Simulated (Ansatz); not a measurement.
Molecule: AuCl, net charge 1, doublet state. The spin state was set by rule; other spins were not relaxed. 
Geometry from a B3LYP-D3(BJ)/def2-TZVP (Ansatz, an electronic-structure program) optimisation:
```xyz
2

Au     0.0000     0.0000    -0.3973
Cl     0.0000     0.0000     1.8465
```
Charge +1, spin multiplicity 2.

Parts of the frozen-core correlation energy in def2-SVPD (Ansatz, hartree). Frozen orbitals: 9; correlated occupied orbitals by spin: 9 and 8; virtual: 44 and 45. Open shells are spin-unrestricted. No spin-orbit coupling. Past Kr the def2 sets carry scalar-relativistic core potentials.

| term | value |
|---|---|
| reference (HF) | -593.83049 |
| MP2 opposite-spin | [?] |
| MP2 same-spin | [?] |
| CCSD correlation | -0.36985 |
| (T) | [?] |
| T1 diagnostic | 0.033 |
| largest doubles amplitude | 0.050 |
| <S^2> of the reference | 0.761 |

What belongs in the gaps?


- MP2 opposite-spin, value: -0.24280
- MP2 same-spin, value: -0.11756
- (T), value: -0.00919
